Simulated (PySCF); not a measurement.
BeH₂, SMILES [BeH2]. Atoms are numbered in the order given.

```xyz
3

Be     0.0000     0.0000     0.0000
H      0.0000     0.0000    -1.3362
H      0.0000     0.0000     1.3362
```
Charge 0, spin multiplicity 1.

Geometry optimised at PBE0-D3(BJ)/def2-TZVPD. The isomer is the one that the SMILES or the coordinates give; other isomers of the formula were not compared.

Method: TDDFT-LC-ωPBE/def2-TZVPD (PySCF).

Vertical excitations; the highest root listed may be one member of a degenerate set. Gas-phase values at a fixed geometry. State labels are in the subgroup D2h.

Computed UV-visible absorptions:
| state | symmetry | energy (eV) | λ (nm) | f | main pairs |
|---|---|---|---|---|---|
| S1 | B2g | 6.50 | 191 | 0.000 | HOMO→LUMO+1, HOMO→LUMO+5 (degenerate set) |
| S2 | B3g | 6.50 | 191 | 0.000 | HOMO→LUMO, HOMO→LUMO+4 (degenerate set) |
| S3 | B3u | 8.41 | 147 | 0.401 | HOMO−1→LUMO+1, HOMO−1→LUMO+5 (degenerate set) |
| S4 | B2u | 8.41 | 147 | 0.401 | HOMO−1→LUMO, HOMO−1→LUMO+4 (degenerate set) |
| S5 | B1u | 9.32 | 133 | 0.075 | HOMO→LUMO+2 87 % |
| S6 | Ag | 9.83 | 126 | 0.000 | HOMO→LUMO+3 88 % |
| S7 | B2g | 10.26 | 121 | 0.000 | HOMO→LUMO+5, HOMO→LUMO+1 (degenerate set) |
| S8 | B3g | 10.26 | 121 | 0.000 | HOMO→LUMO+4, HOMO→LUMO (degenerate set) |
| S9 | B1u | 10.34 | 120 | 0.690 | HOMO→LUMO+6 65 %, HOMO−1→LUMO+3 21 % |
| S10 | Ag | 10.60 | 117 | 0.000 | HOMO−1→LUMO+2 84 % |
| T1 | B2g | 5.75 | 216 | 0 | HOMO→LUMO+1, HOMO→LUMO+5 (degenerate set) |
| T2 | B3g | 5.75 | 216 | 0 | HOMO→LUMO, HOMO→LUMO+4 (degenerate set) |
| T3 | B3u | 6.59 | 188 | 0 | HOMO−1→LUMO+1, HOMO−1→LUMO+5 (degenerate set) |
| T4 | B2u | 6.59 | 188 | 0 | HOMO−1→LUMO, HOMO−1→LUMO+4 (degenerate set) |
Triplets are in the Tamm–Dancoff approximation, which puts them higher than full response would, so one can lie above its singlet here.
